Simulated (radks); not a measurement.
Values are calculated unless marked as measured or tabulated.
Coulomb parameter of the 3d shell of neutral chromium in the model configuration [Ar] 3d4.5 4s1.5, as a second difference U = [E(n + 0.25) + E(n - 0.25) - 2 E(n)] / (0.25)^2 with all orbitals relaxed. "Bare": the charge of the atom changes with n. "Screened": the 4s shell takes up the change at fixed total charge, which measures U(3d,3d) + U(4s,4s) - 2 U(3d,4s). Level of theory: scalar-relativistic Kohn-Sham, LDA (Slater exchange, Perdew-Wang correlation), spin-unpolarised, spherical densities, point nucleus (a radial shooting solver on a logarithmic mesh with Libxc functionals).

case                 configuration  E - E(n) (eV)
start             [Ar] 3d4.5 4s1.5          0.000
bare +0.25       [Ar] 3d4.75 4s1.5         -0.828
bare -0.25       [Ar] 3d4.25 4s1.5          1.444
screened +0.25  [Ar] 3d4.75 4s1.25          0.091
screened -0.25  [Ar] 3d4.25 4s1.75          0.047

U(bare) = 9.849 eV, U(screened by 4s) = 2.211 eV, against the Slater integral F0(3d,3d) = 18.463 eV with frozen orbitals. The step up makes a negative ion, whose loosely bound charge lowers the bare value.
